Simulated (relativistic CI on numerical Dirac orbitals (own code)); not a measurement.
Calculated at this level of theory: Dirac-Coulomb-Breit CI, separate exchange-only KLI orbitals for each configuration, model QED, unscaled Slater integrals (own radial code, finite nucleus).

The strongest absorption lines from the ground level of an ion, among the configurations computed and to levels below about 1650 eV (vacuum wavelength in Å, gf): 9.2424 (0.00061), 15.175 (0.0006), 22.136 (0.84), 25.152 (0.17).

Q: Which ion is it?
A. Hf⁵⁸⁺
B. Sm⁴⁸⁺
C. Ho⁵³⁺
D. Hf⁶⁰⁺

A: A. Hf⁵⁸⁺ has 14 electrons and the ground level 3s²3p² ³P0; the strongest line goes to 3s²3p3d ³D°1. The pattern of lines fixes the number of electrons, and along that sequence the line energies rise steadily with the charge (about as its square where n changes within one kind of shell, about linearly where n is kept but much faster in heavy ions where fine structure, which grows about as Z⁴, sets the gap, and irregularly where shells cross), which fixes Z. Configurations outside the model, such as inner-shell arrays, can give stronger lines. At this charge energies of transitions that change n are usually good to better than 1 %, and those within a shell (Δn = 0) to a few per cent.

LS names give the leading component of a level, which can be under half, so a name can repeat, a term be missing and a line seem to break the LS rules.
